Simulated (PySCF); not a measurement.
C2H14Si4, SMILES C([SiH3])[SiH2][SiH2]C[SiH3].

Geometry: PBE0-D3(BJ)/def2-SVP. The structure was generated by enumeration, and PubChem lists no compound with its InChIKey, so it may never have been made. Other conformers were not sampled.

These are PBE/def2-TZVP run with PySCF values and carry that method's errors.

Gas-phase values at a fixed geometry.

```json
{
 "total_energy": "-1241.93538 hartree",
 "highest_occupied_level": "-6.61 eV",
 "lowest_empty_level": "-1.13 eV",
 "orbital_gap": "5.48 eV",
 "dipole_moment": "1.33 D",
 "quadrupole, principal values (traceless, Buckingham form, about the centre of nuclear charge)": "-2.69, -1.11, 3.80 D·Å"
}
```
